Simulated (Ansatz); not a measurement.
Level of theory: CAM-B3LYP-D3(BJ)/def2-TZVP in Ansatz (a program for electronic structure). No frequencies were computed at this level.

Ansatz 0.2 input:
```yaml
crystal:
  periodic: [false, false, false]
  atoms:
    - { symbol: N, position_ang: [-0.145662, 1.599436, -0.391208] }
    - { symbol: Si, position_ang: [0.034192, -0.121765, -0.455365] }
    - { symbol: N, position_ang: [-1.353948, -0.929475, 0.192555] }
    - { symbol: N, position_ang: [1.490248, -0.636591, 0.327978] }
    - { symbol: H, position_ang: [-0.466234, 2.025192, 0.464046] }
    - { symbol: H, position_ang: [0.592222, 2.158885, -0.785447] }
    - { symbol: H, position_ang: [0.139281, -0.496496, -1.859763] }
    - { symbol: H, position_ang: [-1.464674, -0.982736, 1.192769] }
    - { symbol: H, position_ang: [-2.245511, -0.732768, -0.230895] }
    - { symbol: H, position_ang: [1.706596, -1.619276, 0.307879] }
    - { symbol: H, position_ang: [1.713488, -0.264408, 1.237449] }
basis:
  gaussian: { orbitals: def2-tzvp }
hamiltonian:
  xc: cam_b3lyp
  dispersion: d3bj
relax:
  max_steps: 150
```

Output:

```
[...]
1034 factors; their error is unknown
365 factors; integrals over basis functions are off by at most 4.5e-7 eV
mean field evaluation 64: about -12464.9470 eV, gradient 8.5e-5 eV
mean field -12464.94701107 eV, -458.0783536125 hartree, gradient 1.6e-5 eV, S^2 0.000000; 0 other end points of the search recorded, 0 dependent functions left out
reference -12464.94713803 eV, -458.0783582782 hartree; 21, 21 occupied and 151, 151 virtual orbitals, 1034 factors
relax step   8: F+E_penalty+E_count = -12465.10943572 eV  Δ(F+E_penalty+E_count) = -4.120e-4 eV  max|allowed force component| = 3.164e-2 eV/Å  Δτ_max = 0.0105 Å  (31 SCF iters, accepted)
these checks for a lower state are left out or cut short: starts, cluster_reference, orbital_swaps, neighbouring_geometries, increment
1034 factors; their error is unknown
365 factors; integrals over basis functions are off by at most 4.6e-7 eV
mean field -12464.94725410 eV, -458.0783625434 hartree, gradient 1.7e-5 eV, S^2 0.000000; 0 other end points of the search recorded, 0 dependent functions left out
reference -12464.94738096 eV, -458.0783672054 hartree; 21, 21 occupied and 151, 151 virtual orbitals, 1034 factors
relax step   9: F+E_penalty+E_count = -12465.10966875 eV  Δ(F+E_penalty+E_count) = -2.330e-4 eV  max|allowed force component| = 4.247e-2 eV/Å  Δτ_max = 0.0091 Å  (32 SCF iters, accepted)
these checks for a lower state are left out or cut short: starts, cluster_reference, orbital_swaps, neighbouring_geometries, increment
1034 factors; their error is unknown
365 factors; integrals over basis functions are off by at most 4.5e-7 eV
mean field -12464.74398814 eV, -458.0708926570 hartree, gradient 1.8e-5 eV, S^2 0.000000; 0 other end points of the search recorded, 0 dependent functions left out
reference -12464.74411311 eV, -458.0708972497 hartree; 21, 21 occupied and 151, 151 virtual orbitals, 1034 factors
relax step  10: F+E_penalty+E_count = -12464.90556514 eV  Δ(F+E_penalty+E_count) = +2.041e-1 eV  max|allowed force component| = 2.272e0 eV/Å  Δτ_max = 0.1329 Å  (35 SCF iters, rejected (line search))
these checks for a lower state are left out or cut short: starts, cluster_reference, orbital_swaps, neighbouring_geometries, increment
1034 factors; their error is unknown
365 factors; integrals over basis functions are off by at most 4.5e-7 eV
mean field -12464.94725042 eV, -458.0783624084 hartree, gradient 2.0e-5 eV, S^2 0.000000; 0 other end points of the search recorded, 0 dependent functions left out
reference -12464.94737643 eV, -458.0783670392 hartree; 21, 21 occupied and 151, 151 virtual orbitals, 1034 factors
relax step  11: F+E_penalty+E_count = -12465.10969272 eV  Δ(F+E_penalty+E_count) = -2.397e-5 eV  max|allowed force component| = 5.968e-2 eV/Å  Δτ_max = 0.0664 Å  (30 SCF iters, accepted)
these checks for a lower state are left out or cut short: starts, cluster_reference, orbital_swaps, neighbouring_geometries, increment
1034 factors; their error is unknown
365 factors; integrals over basis functions are off by at most 4.5e-7 eV
mean field evaluation 96: about -12464.9482 eV, gradient 1.7e-5 eV
mean field -12464.94817220 eV, -458.0783962831 hartree, gradient 1.7e-5 eV, S^2 0.000000; 0 other end points of the search recorded, 0 dependent functions left out
reference -12464.94829829 eV, -458.0784009166 hartree; 21, 21 occupied and 151, 151 virtual orbitals, 1034 factors
relax step  12: F+E_penalty+E_count = -12465.11055628 eV  Δ(F+E_penalty+E_count) = -8.636e-4 eV  max|allowed force component| = 4.293e-2 eV/Å  Δτ_max = 0.0175 Å  (31 SCF iters, accepted)
these checks for a lower state are left out or cut short: starts, cluster_reference, orbital_swaps, neighbouring_geometries, increment
1034 factors; their error is unknown
365 factors; integrals over basis functions are off by at most 4.6e-7 eV
mean field -12464.94870501 eV, -458.0784158632 hartree, gradient 2.0e-5 eV, S^2 0.000000; 0 other end points of the search recorded, 0 dependent functions left out
reference -12464.94883095 eV, -458.0784204918 hartree; 21, 21 occupied and 151, 151 virtual orbitals, 1034 factors
relax step  13: F+E_penalty+E_count = -12465.11107163 eV  Δ(F+E_penalty+E_count) = -5.153e-4 eV  max|allowed force component| = 2.235e-1 eV/Å  Δτ_max = 0.0518 Å  (30 SCF iters, accepted)
these checks for a lower state are left out or cut short: starts, cluster_reference, orbital_swaps, neighbouring_geometries, increment
1034 factors; their error is unknown
365 factors; integrals over basis functions are off by at most 4.5e-7 eV
mean field -12464.95010400 eV, -458.0784672753 hartree, gradient 1.8e-5 eV, S^2 0.000000; 0 other end points of the search recorded, 0 dependent functions left out
reference -12464.95022976 eV, -458.0784718971 hartree; 21, 21 occupied and 151, 151 virtual orbitals, 1034 factors
relax step  14: F+E_penalty+E_count = -12465.11246468 eV  Δ(F+E_penalty+E_count) = -1.393e-3 eV  max|allowed force component| = 9.444e-2 eV/Å  Δτ_max = 0.0406 Å  (31 SCF iters, accepted)
these checks for a lower state are left out or cut short: starts, cluster_reference, orbital_swaps, neighbouring_geometries, increment
1034 factors; their error is unknown
365 factors; integrals over basis functions are off by at most 4.7e-7 eV
mean field -12464.96160575 eV, -458.0788899567 hartree, gradient 1.9e-5 eV, S^2 0.000000; 0 other end points of the search recorded, 0 dependent functions left out
reference -12464.96173121 eV, -458.0788945673 hartree; 21, 21 occupied and 151, 151 virtual orbitals, 1034 factors
relax step  15: F+E_penalty+E_count = -12465.12398874 eV  Δ(F+E_penalty+E_count) = -1.152e-2 eV  max|allowed force component| = 1.137e-1 eV/Å  Δτ_max = 0.1723 Å  (36 SCF iters, accepted)
these checks for a lower state are left out or cut short: starts, cluster_reference, orbital_swaps, neighbouring_geometries, increment
1034 factors; their error is unknown
365 factors; integrals over basis functions are off by at most 5.0e-7 eV
mean field -12464.91350547 eV, -458.0771223043 hartree, gradient 1.9e-5 eV, S^2 0.000000; 0 other end points of the search recorded, 0 dependent functions left out
reference -12464.91363075 eV, -458.0771269080 hartree; 21, 21 occupied and 151, 151 virtual orbitals, 1034 factors
relax step  16: F+E_penalty+E_count = -12465.07573025 eV  Δ(F+E_penalty+E_count) = +4.826e-2 eV  max|allowed force component| = 1.247e0 eV/Å  Δτ_max = 0.1963 Å  (37 SCF iters, rejected (line search))
these checks for a lower state are left out or cut short: starts, cluster_reference, orbital_swaps, neighbouring_geometries, increment
1034 factors; their error is unknown
365 factors; integrals over basis functions are off by at most 4.9e-7 eV
mean field evaluation 128: about -12464.9485 eV, gradient 8.5e-2 eV
mean field -12464.97513895 eV, -458.0793872929 hartree, gradient 8.8e-6 eV, S^2 0.000000; 0 other end points of the search recorded, 0 dependent functions left out
reference -12464.97526436 eV, -458.0793919014 hartree; 21, 21 occupied and 151, 151 virtual orbitals, 1034 factors
relax step  17: F+E_penalty+E_count = -12465.13750506 eV  Δ(F+E_penalty+E_count) = -1.352e-2 eV  max|allowed force component| = 1.256e-1 eV/Å  Δτ_max = 0.0982 Å  (31 SCF iters, accepted)
these checks for a lower state are left out or cut short: starts, cluster_reference, orbital_swaps, neighbouring_geometries, increment
1034 factors; their error is unknown
365 factors; integrals over basis functions are off by at most 5.1e-7 eV
mean field -12464.98558462 eV, -458.0797711640 hartree, gradient 2.5e-5 eV, S^2 0.000000; 0 other end points of the search recorded, 0 dependent functions left out
reference -12464.98571039 eV, -458.0797757859 hartree; 21, 21 occupied and 151, 151 virtual orbitals, 1034 factors
relax step  18: F+E_penalty+E_count = -12465.14789359 eV  Δ(F+E_penalty+E_count) = -1.039e-2 eV  max|allowed force component| = 3.233e-1 eV/Å  Δτ_max = 0.0975 Å  (31 SCF iters, accepted)
these checks for a lower state are left out or cut short: starts, cluster_reference, orbital_swaps, neighbouring_geometries, increment
1034 factors; their error is unknown
365 factors; integrals over basis functions are off by at most 5.2e-7 eV
mean field -12465.00217323 eV, -458.0803807844 hartree, gradient 1.3e-5 eV, S^2 0.000000; 0 other end points of the search recorded, 0 dependent functions left out
reference -12465.00229842 eV, -458.0803853848 hartree; 21, 21 occupied and 151, 151 virtual orbitals, 1034 factors
relax step  19: F+E_penalty+E_count = -12465.16436300 eV  Δ(F+E_penalty+E_count) = -1.647e-2 eV  max|allowed force component| = 2.610e-1 eV/Å  Δτ_max = 0.1500 Å  (31 SCF iters, accepted)
these checks for a lower state are left out or cut short: starts, cluster_reference, orbital_swaps, neighbouring_geometries, increment
1034 factors; their error is unknown
365 factors; integrals over basis functions are off by at most 5.3e-7 eV
mean field -12465.01977535 eV, -458.0810276503 hartree, gradient 7.6e-6 eV, S^2 0.000000; 0 other end points of the search recorded, 0 dependent functions left out
reference -12465.01989949 eV, -458.0810322125 hartree; 21, 21 occupied and 151, 151 virtual orbitals, 1034 factors
relax step  20: F+E_penalty+E_count = -12465.18212093 eV  Δ(F+E_penalty+E_count) = -1.776e-2 eV  max|allowed force component| = 3.504e-1 eV/Å  Δτ_max = 0.2000 Å  (31 SCF iters, accepted)
these checks for a lower state are left out or cut short: starts, cluster_reference, orbital_swaps, neighbouring_geometries, increment
1034 factors; their error is unknown
365 factors; integrals over basis functions are off by at most 5.1e-7 eV
mean field evaluation 160: about -12465.0399 eV, gradient 7.8e-6 eV
mean field -12465.03991614 eV, -458.0817678104 hartree, gradient 7.8e-6 eV, S^2 0.000000; 0 other end points of the search recorded, 0 dependent functions left out
reference -12465.04004018 eV, -458.0817723689 hartree; 21, 21 occupied and 151, 151 virtual orbitals, 1034 factors
relax step  21: F+E_penalty+E_count = -12465.20216172 eV  Δ(F+E_penalty+E_count) = -2.004e-2 eV  max|allowed force component| = 2.197e-1 eV/Å  Δτ_max = 0.2000 Å  (30 SCF iters, accepted)
these checks for a lower state are left out or cut short: starts, cluster_reference, orbital_swaps, neighbouring_geometries, increment
1034 factors; their error is unknown
365 factors; integrals over basis functions are off by at most 4.8e-7 eV
mean field -12465.04269531 eV, -458.0818699434 hartree, gradient 2.2e-5 eV, S^2 0.000000; 0 other end points of the search recorded, 0 dependent functions left out
reference -12465.04281923 eV, -458.0818744974 hartree; 21, 21 occupied and 151, 151 virtual orbitals, 1034 factors
relax step  22: F+E_penalty+E_count = -12465.20520731 eV  Δ(F+E_penalty+E_count) = -3.046e-3 eV  max|allowed force component| = 7.379e-2 eV/Å  Δτ_max = 0.0794 Å  (31 SCF iters, accepted)
these checks for a lower state are left out or cut short: starts, cluster_reference, orbital_swaps, neighbouring_geometries, increment
1034 factors; their error is unknown
365 factors; integrals over basis functions are off by at most 4.8e-7 eV
mean field -12465.04536581 eV, -458.0819680823 hartree, gradient 1.9e-5 eV, S^2 0.000000; 0 other end points of the search recorded, 0 dependent functions left out
reference -12465.04548982 eV, -458.0819726398 hartree; 21, 21 occupied and 151, 151 virtual orbitals, 1034 factors
relax step  23: F+E_penalty+E_count = -12465.20764148 eV  Δ(F+E_penalty+E_count) = -2.434e-3 eV  max|allowed force component| = 2.807e-2 eV/Å  Δτ_max = 0.0244 Å  (31 SCF iters, accepted)
these checks for a lower state are left out or cut short: starts, cluster_reference, orbital_swaps, neighbouring_geometries, increment
1034 factors; their error is unknown
365 factors; integrals over basis functions are off by at most 4.8e-7 eV
mean field -12465.04552042 eV, -458.0819737642 hartree, gradient 1.8e-5 eV, S^2 0.000000; 0 other end points of the search recorded, 0 dependent functions left out
reference -12465.04564442 eV, -458.0819783211 hartree; 21, 21 occupied and 151, 151 virtual orbitals, 1034 factors
relax step  24: F+E_penalty+E_count = -12465.20777027 eV  Δ(F+E_penalty+E_count) = -1.288e-4 eV  max|allowed force component| = 7.272e-3 eV/Å  Δτ_max = 0.0116 Å  (33 SCF iters, accepted)
1034 factors; their error is unknown
365 factors; integrals over basis functions are off by at most 4.8e-7 eV
mean field evaluation 192: about -12465.0218 eV, gradient 1.5e-2 eV
mean field -12465.04552042 eV, -458.0819737642 hartree, gradient 6.6e-5 eV, S^2 0.000000; 1 other end points of the search recorded, 0 dependent functions left out
reference -12465.04564442 eV, -458.0819783211 hartree; 21, 21 occupied and 151, 151 virtual orbitals, 1034 factors
Total energy: -12465.20789427 eV, -458.0879408930 hartree
Atom 0 at     0.152357     1.628504    -0.233033 Å, force    -0.004757    -0.000158     0.000442 eV/Å
Atom 1 at     0.044208    -0.073595    -0.385477 Å, force     0.007272    -0.003299     0.001596 eV/Å
Atom 2 at    -1.346719    -0.953118     0.087549 Å, force    -0.001455     0.004127     0.000988 eV/Å
Atom 3 at     1.282935    -0.668455     0.628358 Å, force    -0.003764     0.003018    -0.002283 eV/Å
Atom 4 at     0.170575     2.085717     0.663605 Å, force     0.000791    -0.001519    -0.000833 eV/Å
Atom 5 at    -0.189868     2.235566    -0.958331 Å, force    -0.000603     0.000824     0.000429 eV/Å
Atom 6 at     0.121627    -0.298534    -1.849201 Å, force    -0.001189    -0.000061     0.000340 eV/Å
Atom 7 at    -1.627503    -1.030407     1.051161 Å, force     0.000127     0.001028    -0.001217 eV/Å
Atom 8 at    -2.122433    -1.073333    -0.541336 Å, force    -0.000762    -0.001169    -0.001071 eV/Å
Atom 9 at     1.340445    -1.646050     0.856316 Å, force     0.002487    -0.000037     0.000479 eV/Å
Atom 10 at     2.174374    -0.206296     0.680386 Å, force     0.001855    -0.002755     0.001131 eV/Å
Dipole moment:    -0.122494     0.092625     0.166841 e Å
```

Cost: roughly 4 core-minutes.
